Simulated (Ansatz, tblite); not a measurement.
Adding an electron: Ag2Se⁺ (the lowest doublet isomer of a short search). The state is a doublet with charge 1. Geometry: PBE-D4/def2-TZVP. Ansatz, gas phase; energy differences of separate SCF runs; the reduced species is a singlet (the triplet lies 1.53 eV higher at PBE0-D4/def2-TZVP).

```xyz
3

Ag   -1.756    0.526   -0.146
Ag    1.438   -0.653   -0.941
Se    0.318    0.128    1.087
```

In the def2 sets Ag takes a core potential; there is no spin–orbit coupling. The xTB rows come from tblite. The structure comes from a short search, and lower isomers may exist.

```tsv
level	−HOMO (eV)	−LUMO (eV)	vertical EA (eV)	HOMO–LUMO gap (eV)
GFN1-xTB	–	–	12.84	–
GFN2-xTB	–	–	12.80	–
PBE-D4/def2-TZVP	11.28	10.28	7.50	1.00
r2SCAN-D4/def2-TZVP	11.36	9.85	7.38	1.51
PBE0-D4/def2-TZVP	12.18	9.02	7.27	3.17
```

  HOMO and LUMO are the levels of the spin that leaves or enters (xTB has no such levels and no spin-polarisation term). Other spin states of the ions may lie lower, which would lower the ionisation energy or raise the affinity. Raw xTB energy differences between charge states are shifted by several eV; the methods need an empirical correction for them.
